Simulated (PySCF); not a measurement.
[La(NH3)4]3+: one run

[La(NH3)4]3+ (singlet). PySCF 2.14.0, RKS r2SCAN, La lcecp-1-SVP with ECP46, N def2-SVP, H def2-SVP; non-relativistic Hamiltonian with scalar-relativistic core potentials where named; density fitting; no spin-orbit coupling. Purpose: level r2SCAN. The geometry is a saddle point of the state and level it was relaxed for.

```python
mol = gto.M(atom='''
La     0.00000    -0.00000     0.00289
N      1.50080     1.50080     1.49986
H      1.37875     1.37875     2.52770
H      2.52808     1.37672     1.37474
H      1.37672     2.52808     1.37474
N     -1.50080    -1.50080     1.49986
H     -1.37875    -1.37875     2.52770
H     -2.52808    -1.37672     1.37474
H     -1.37672    -2.52808     1.37474
N      1.50005    -1.50005    -1.49941
H      2.14402    -2.14402    -0.99254
H      0.99169    -2.14289    -2.14326
H      2.14289    -0.99169    -2.14326
N     -1.50005     1.50005    -1.49941
H     -2.14402     2.14402    -0.99254
H     -0.99169     2.14289    -2.14326
H     -2.14289     0.99169    -2.14326''',
    basis={'La': 'lcecp-1-SVP', 'N': 'def2-SVP', 'H': 'def2-SVP'},
    ecp={'La': 'lcecp-1-SVP'},
    charge=3, spin=0)
mf = dft.RKS(mol, xc='R2SCAN')
mf.grids.atom_grid = (75, 302)  # f atoms: unpruned, at least (60, 302)
mf = mf.density_fit()  # fitting sets: La AutoAux, N def2-universal-JKFIT, H def2-universal-JKFIT
mf.conv_tol = 1e-08; mf.max_cycle = 55
mf.kernel(dm0)  # dm0: converged density of the relaxed state
mf.nuc_grad_method().kernel()
```

Run from Python with OMP_NUM_THREADS=4; the lines above give its settings. Where DIIS fails, smearing, a level shift and second-order steps follow.
It took 13 s on 4 threads of Arm Neoverse V2, on a shared host, from an already converged density.

Q: Where do the frontier levels lie, over both spins?

A: HOMO -21.58 eV, LUMO -15.08 eV. The large-core potential holds the 4f shell empty.

Q: What does the SCF print?

A: 
```
init E= -256.639209186747
cycle= 1 E= -256.641450587307  delta_E= -0.00224  |g|= 0.0264  |ddm|= 0.242
cycle= 2 E= -256.641214262649  delta_E= 0.000236  |g|= 0.042  |ddm|= 0.0859
cycle= 3 E= -256.641678977266  delta_E= -0.000465  |g|= 0.00389  |ddm|= 0.043
cycle= 4 E= -256.641683740426  delta_E= -4.76e-06  |g|= 0.000457  |ddm|= 0.00668
cycle= 5 E= -256.641683797847  delta_E= -5.74e-08  |g|= 9.33e-05  |ddm|= 0.000584
cycle= 6 E= -256.641683800274  delta_E= -2.43e-09  |g|= 1.04e-05  |ddm|= 0.000144
Extra cycle  E= -256.641683800235  delta_E= 3.93e-11  |g|= 1.69e-05  |ddm|= 2.08e-05
converged SCF energy = -256.641683800235
```

Q: What are the Mulliken charges and spins?

A: 
```tsv
atom	charge (e)	spin (e)
La1	1.720	0.000
N2	-0.408	0.000
H3	0.243	0.000
H4	0.243	0.000
H5	0.243	0.000
N6	-0.408	0.000
H7	0.243	0.000
H8	0.243	0.000
H9	0.243	0.000
N10	-0.405	0.000
H11	0.242	0.000
H12	0.241	0.000
H13	0.241	0.000
N14	-0.405	0.000
H15	0.242	0.000
H16	0.241	0.000
H17	0.241	0.000
```

Q: What forces act on the atoms (eV/Å)?

A: 
```
La   0.00  0.00  0.01
N    0.18  0.18  0.18
H    0.05  0.05 -0.30
H   -0.30  0.05  0.05
H    0.05 -0.30  0.05
N   -0.18 -0.18  0.18
H   -0.05 -0.05 -0.30
H    0.30 -0.05  0.05
H   -0.05  0.30  0.05
N    0.18 -0.18 -0.18
H   -0.18  0.18 -0.17
H    0.17  0.18  0.18
H   -0.18 -0.17  0.18
N   -0.18  0.18 -0.18
H    0.18 -0.18 -0.17
H   -0.17 -0.18  0.18
H    0.18  0.17  0.18
```
Forces carry noise of the integration grid, about 0.01 to 0.03 eV/Å.

The geometry was relaxed with PBE (La lcecp-1-SVP with ECP46, N def2-SVP, H def2-SVP).
